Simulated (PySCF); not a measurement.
# BeTl: energy against distance

Set-up: PySCF, scalar-relativistic core potentials, basis sets Be aug-cc-pVDZ, Tl aug-cc-pVDZ-PP with ECP60. Energies in eV from Be + Tl in their ground configurations at the same level. State: ²Π (doublet), unpaired electrons π ↑.

```json
{"R (Å)": "2.239", "UHF-CCSD": "", "BP86": "-0.4285"}
{"R (Å)": "2.343", "UHF-CCSD": "-0.0806", "BP86": "-0.5887"}
{"R (Å)": "2.447", "UHF-CCSD": "-0.1853", "BP86": "-0.6748"}
{"R (Å)": "2.525", "UHF-CCSD": "-0.2288", "BP86": "-0.7043"}
{"R (Å)": "2.603", "UHF-CCSD": "-0.2510", "BP86": "-0.7115"}
{"R (Å)": "2.681", "UHF-CCSD": "-0.2580", "BP86": "-0.7020"}
{"R (Å)": "2.785", "UHF-CCSD": "-0.2517", "BP86": "-0.6709"}
{"R (Å)": "2.915", "UHF-CCSD": "-0.2298", "BP86": "-0.6130"}
{"R (Å)": "3.071", "UHF-CCSD": "-0.1968", "BP86": "-0.5303"}
{"R (Å)": "3.280", "UHF-CCSD": "", "BP86": "-0.4167"}
```

Question: Put a parabola through the three lowest points of the UHF-CCSD curve and estimate Re, k and ωe (reduced mass 8.633 u; 1 eV/Å² = 0.16022 mdyn/Å; ωe = 1302.8·√(k/μ) cm⁻¹).

Answer: Through R = 2.603, 2.681, 2.785 Å the second-order coefficient is 0.826 eV/Å², so Re ≈ 2.696 Å, k ≈ 0.265 mdyn/Å and ωe ≈ 228 cm⁻¹. A polynomial fit of higher order to the unrounded UHF-CCSD energies gives Re = 2.689 Å, k = 0.262 mdyn/Å, ωe = 227 cm⁻¹; anharmonicity and rounding make the difference.

The higher-order fit for each curve: UHF-CCSD: Re = 2.689 Å, ωe = 227 cm⁻¹, De = 0.258 eV; BP86: Re = 2.594 Å, ωe = 298 cm⁻¹, De = 0.71 eV.

Correlated steps freeze 4 core orbitals. Correlated levels converge slowly with the basis: in double zeta they bind strong bonds too weakly, by up to about 1 eV, and carry superposition errors of some tenths. These are scalar-relativistic numbers at best; spin–orbit coupling would shift them, the dissociation energy most. The state is the lowest determinant that a PBE0 search found; another state may lie lower at other levels.
